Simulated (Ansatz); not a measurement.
Program: Ansatz. Geometries: PBE0-D4/def2-TZVP. ΔE: electronic, gas phase. CCSD(T)/CBS is the MP2 limit (def2-TZVPP, def2-QZVPP) plus CCSD(T) − MP2 in def2-TZVPP, frozen cores. DFT in def2-TZVPP. B3LYP here is the variant with VWN-RPA as its local correlation; programs differ in this. Each species was taken in one conformer, which may not be the lowest.

Reaction (isomerisation): `[SiH3]SC1CO1` → `COC([SiH3])=S`

| level | ΔE (kJ/mol) | difference from CCSD(T)/CBS |
| --- | --- | --- |
| PBE-D4 | 14.9 | -1.9 |
| r2SCAN-D4 | 15.8 | -1.0 |
| PBE0-D4 | 26.9 | 10.1 |
| B3LYP-D4 | 4.0 | -12.8 |
| ωB97X-V | 30.4 | 13.6 |
| ωB97M-V | 20.8 | 4.0 |
| B2PLYP | 8.1 | -8.7 |
| PBE | 15.9 | -0.9 |
| r2SCAN | 16.1 | -0.7 |
| PBE0 | 27.8 | 11.0 |
| B3LYP | 5.5 | -11.3 |
| HF/def2-TZVPP | 20.3 | 3.5 |
| MP2/def2-TZVPP | 22.0 | 5.2 |
| SCS-MP2/def2-TZVPP | 20.0 | 3.2 |
| CCSD/def2-TZVPP | 20.6 | 3.8 |
| CCSD(T)/def2-TZVPP | 14.3 | -2.5 |
| HF/def2-QZVPP | 20.1 | 3.3 |
| MP2/def2-QZVPP | 23.3 | 6.5 |
| SCS-MP2/def2-QZVPP | 21.3 | 4.5 |
| HF/CBS(def2) | 20.0 | 3.2 |
| MP2/CBS(def2) | 24.5 | 7.7 |
| CCSD/CBS(def2) | 23.1 | 6.3 |
| CCSD(T)/CBS | 16.8 | 0 |

Largest T1 diagnostic among the species: 0.017.

From PBE to PBE0 (25 % exact exchange), in def2-TZVPP and without D4, ΔE moves by +11.9 kJ/mol.
